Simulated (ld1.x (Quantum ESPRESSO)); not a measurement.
# Varying the PAW potential for Al

Base potential:

Al, PAW, made with ld1.x (Quantum ESPRESSO) 7.5 (LDA (PZ), scalar-relativistic). Core [Ne], reference 3s2 3p1. Waves: 3s (bound): rcut 1.80, rcutus 2.15 bohr; 3s channel at 0.6 Ry: rcut 1.80, rcutus 2.15 bohr; 3p (bound): rcut 2.45, rcutus 3.15 bohr; 3p channel at 2.35 Ry: rcut 2.45, rcutus 3.15 bohr; 3d channel at 0.05 Ry: rcut 2.05, rcutus 2.80 bohr. Local part: all-electron potential smoothed inside 1.90 bohr (lloc = -1). Core correction: Bessel-smoothed model core inside 2.15 bohr. Augmentation charge: PSQ, inside the norm-conserving radii.

All-electron outer shells of the reference configuration (LDA (PZ), scalar-relativistic, ld1.x):

| shell | level (eV) | outermost node (bohr) | outermost maximum (bohr) |
| --- | --- | --- | --- |
| 2s | -107.50 | 0.17 | 0.50 |
| 2p | -69.71 | – | 0.43 |
| 3s | -7.84 | 0.80 | 2.06 |
| 3p | -2.79 | 0.82 | 2.64 |

Cutoffs, loose and tight: the cutoffs (Ry, on a coarse ladder) from which the occupation-weighted sum of valence levels, in a spherical-Bessel basis at the reference potential, stays within 10 and 1 mRy of its value at 400 Ry. They do not see the model core or the augmentation charge, which bear on the density cutoff. Test errors are all-electron minus pseudo excitation energies from the reference, over the configurations 3s2 3p0; 3s1 3p0; 3s2 3p0.5; 3s1 3p1; 3s0 3p3; 3s2 3p1.3; 3s1 3p2 (two spin-polarised tests are not counted in the largest error). A dash means not determined; rows that change the core or the reference have their own tests. The largest error is taken over the tests solved by every variant that gives reliable tests at all: 3s1 3p0; 3s1 3p1; 3s2 3p0; 3s2 3p0.5.

| change | outcome | cutoff, loose | cutoff, tight | bound ghosts | largest test error (meV) |
| --- | --- | --- | --- | --- | --- |
| base | generated | 6 Ry | 8 Ry | none | -26 |
| local potential all-electron potential smoothed inside 1.24 bohr (lloc = -1) | generated | 6 Ry | 8 Ry | none | -25 |
| local potential all-electron potential smoothed inside 1.64 bohr (lloc = -1) | generated | 6 Ry | 8 Ry | none | -25 |
| local potential all-electron potential smoothed inside 1.94 bohr (lloc = -1) | generated | 6 Ry | 8 Ry | none | -26 |
| local potential all-electron potential smoothed inside 2.18 bohr (lloc = -1) | generated | 6 Ry | 8 Ry | none | -26 |
| local potential all-electron potential smoothed inside 2.42 bohr (lloc = -1) | generated | 6 Ry | 8 Ry | none | -26 |
| local potential all-electron potential smoothed inside 2.68 bohr (lloc = -1) | generated | 6 Ry | 8 Ry | none | -26 |
| local potential all-electron potential smoothed inside 2.98 bohr (lloc = -1) | generated | 6 Ry | 8 Ry | none | -26 |
| local potential all-electron potential smoothed inside 3.40 bohr (lloc = -1) | generated | 6 Ry | 8 Ry | none | -23 |
| local potential all-electron potential smoothed inside 3.70 bohr (lloc = -1) | generated | 6 Ry | 8 Ry | none | -24 |

Reading the sweep of the rcloc (base included, trends over the rows without a ghost): The loose cutoff stays near 6 Ry.
